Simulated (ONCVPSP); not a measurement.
**platinum, ONCV: configuration errors across variants**

- Element: platinum
- Generator: ONCVPSP 4.0.1
- Type: optimised norm-conserving Vanderbilt (ONCV)
- Functional: LDA (Perdew-Wang 92)
- Relativity: scalar-relativistic
- Frozen core: [Kr] 4d10 4f14
- Valence charge: 18
- Reference configuration: 5s2 5p6 5d9 6s0.5 (charge +0.5)
- Partial waves: 5s+6s: rc 1.85 bohr, ncon 3, nbas 6, qcut 5.8 1/bohr, 2 projectors; 5p: rc 1.25 bohr, ncon 4, nbas 7, qcut 6.9 1/bohr, 2 projectors, debl 3 Ha; 5d: rc 2.25 bohr, ncon 5, nbas 10, qcut 7.6 1/bohr, 1 projector
- Local potential: polynomial inside 0.80 bohr (lpopt 1, dvloc0 4 Ha)
- Core correction: Teter function, fcfact 4.75, rcfact 1.3

All-electron excitation energies from the reference (eV): (1) 5s2 5p6 5d9 6s1 -3.856; (2) 5s2 5p6 5d9 6s0 5.681; (3) 5s2 5p6 5d8 6s0 25.940; (4) 5s2 5p6 5d8 6s1 6p1 2.744.

1 further variants failed, have other tests or another functional or relativity, and are left out.

A true bound ghost makes a file unfit for plane-wave use even where its test errors are small: the radial tests pick states by their node count and pass the ghost by.

Errors AE − PS in meV (a dash: test not solved or not reliable):

| change | (1) | (2) | (3) | (4) | bound ghosts | GHOST(+) flags above zero |
| --- | --- | --- | --- | --- | --- | --- |
| base | +0.6 | -2.7 | -2.9 | +2.4 | s | p |
| s: qcut 6.8; p: qcut 8; d: qcut 8.9 | +0.7 | -2.5 | -2.2 | +2.3 | s | p |
| d: nproj 3 | +0.6 | -2.7 | -5.9 | +0.5 | s | p |
| p: qcut 4.5 | +0.6 | -2.7 | -2.8 | +2.2 | s | p |
| d: rc 2.88 | +1.0 | -2.4 | -6.3 | +16 | s | p |
| all radii but the core radius scaled by about 0.93 (s 1.72, p 1.16, d 2.08 bohr); local potential polynomial inside 0.74 bohr (lpopt 1, dvloc0 4 Ha) | +0.8 | -2.5 | -2.2 | +2.7 | s | p |
| s: ncon 4, nbas 7 | +0.8 | -2.7 | -2.7 | +2.4 | s | p |
| s: rc 2.52 | +0.7 | -2.9 | -5.3 | +4.3 | s | p |
| p: nbas 9 | +0.6 | -2.7 | -2.8 | +2.2 | s | p |
| local potential polynomial inside 0.80 bohr (lpopt 1, dvloc0 3 Ha) | +0.7 | -2.7 | -3.0 | +2.5 | s | p |

(1) Give the same row for: core correction Teter function, fcfact 4.75, rcfact 1.88.

Results:

(1) 0.0, -3.6, -18, -9.5; bound ghosts: s; GHOST(+) flags above zero: p.
